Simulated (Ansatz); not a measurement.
C4H10O2Sn (SMILES C=[CH][Sn]([OH])([OH])[CH2]C), singlet, at a GFN2-xTB geometry (such geometries of metal compounds can be far from the true shape) (all electrons, no relativity), with bond 17-7 at 2.4 times its length; Ansatz (a program for electronic structure) with SC-NEVPT2/STO-3G, CASSCF(6,5).

Ansatz was given this input:
Ansatz 0.2 input:
```yaml
crystal:
  periodic: [false, false, false]
  atoms:
    - {symbol: C, position_ang: [1.45881487, 2.53567375, -0.51683785]}
    - {symbol: C, position_ang: [1.64726656, 1.32267615, -0.04168220]}
    - {symbol: Sn, position_ang: [0.13946147, -0.26559787, -0.03988470]}
    - {symbol: O, position_ang: [0.26650300, -1.19730250, 1.69983866]}
    - {symbol: O, position_ang: [0.77725178, -1.78033783, -1.19828655]}
    - {symbol: C, position_ang: [-2.01157809, 0.17286262, -0.40533900]}
    - {symbol: C, position_ang: [-2.63054266, 0.99266551, 0.70351609]}
    - {symbol: H, position_ang: [0.52884865, 2.85312900, -0.96091072]}
    - {symbol: H, position_ang: [2.23985952, 3.28321358, -0.48153146]}
    - {symbol: H, position_ang: [2.58953198, 1.03513596, 0.40384771]}
    - {symbol: H, position_ang: [0.58006398, -2.09598982, 1.60764389]}
    - {symbol: H, position_ang: [0.92254883, -1.58871550, -2.12166720]}
    - {symbol: H, position_ang: [-2.09524567, 0.67931758, -1.36490764]}
    - {symbol: H, position_ang: [-2.48744850, -0.80342749, -0.48391486]}
    - {symbol: H, position_ang: [-2.17980976, 1.97956488, 0.76740846]}
    - {symbol: H, position_ang: [-2.50817788, 0.49971088, 1.66375357]}
    - {symbol: H, position_ang: [-5.19015399, 1.28820984, 0.24904631]}
basis:
  gaussian:
    orbitals: STO-3G
magnetization: {spin_polarized: false}
correlation: {method: sc_nevpt2, electrons: all, active_space: {window: {electrons: 6, orbitals: 5}}}
```

It wrote (shortened):

```
Functional definition: HF
924 factors; integrals over basis functions are off by at most 3.5e-5 eV
mean field evaluation 1: about -170500.0189 eV, gradient 3.6e1 eV
mean field evaluation 2: about -170500.1881 eV, gradient 3.6e1 eV
mean field evaluation 4: about -170507.7063 eV, gradient 9.2e0 eV
mean field evaluation 8: about -170508.1264 eV, gradient 1.7e-1 eV
mean field -170508.12654668 eV, -6266.0580760315 hartree, gradient 4.0e-6 eV, S^2 0.000000; 0 other end points of the search recorded, 0 dependent functions left out; unrestricted orbitals would lower it
reference -170508.12654668 eV, -6266.0580760315 hartree; 50, 50 occupied and 17, 17 virtual orbitals, 924 factors
state -170514.06179657 eV, -6266.2761924415 hartree
state -170514.06179657 eV, -6266.2761924415 hartree; corrected -170521.67396883 eV, -6266.5559346125 hartree
Total energy: -170521.67396883 eV, -6266.5559346125 hartree
```
